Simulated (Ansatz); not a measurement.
Stepwise reaction of `[NH2][Al]([Br])[Br]` with water, as a gas-phase model of exchange steps in deposition or etching. ΔE in kJ/mol; ΔG adds harmonic PBE0-D4 terms to CCSD(T)/CBS, at 1 bar.

Calculated with Ansatz (gas phase, PBE0-D4/def2-TZVP geometries, no zero-point term in ΔE). CCSD(T)/CBS adds triple-zeta CCSD(T) − MP2 to the extrapolated MP2 energy (def2 sets, frozen cores). This one scheme is used for every species. DFT in def2-TZVPP. B3LYP here is the variant with VWN-RPA as its local correlation; programs differ in this. For Br outer-core shells are correlated without core-valence functions, which leaves a few kJ/mol of doubt a bond. Scalar relativity is left out up to krypton. One conformer a species, not always the lowest.

| step | reaction | PBE-D4 | B3LYP-D4 | ωB97M-V | CCSD(T)/CBS | ΔG(600 K) |
| --- | --- | --- | --- | --- | --- | --- |
| 1 | `[NH2][Al]([Br])[Br]` + H₂O → `[NH2][Al]([OH])[Br]` + HBr | 33.7 | 27.3 | 30.2 | 34.8 | 24.2 |
| 2 | `[NH2][Al]([OH])[Br]` + H₂O → `[NH2][Al]([OH])[OH]` + HBr | 30.5 | 24.7 | 28.4 | 31.7 | 25.8 |

By hand: ΔE of the 2 steps together at CCSD(T)/CBS.

(34.8) + (31.7) = 66.5 kJ/mol, or 33.2 kJ/mol a step.

In ΔE the steps differ by no more than 3.1 kJ/mol. All are uphill at CCSD(T)/CBS. ΔG lies between 24.2 and 25.8 kJ/mol a step. PBE-D4 differs from CCSD(T)/CBS by -1.2 to -1.1 kJ/mol a step. Isolated molecules leave out the surface, adducts and barriers. Largest T1 diagnostic: 0.011.
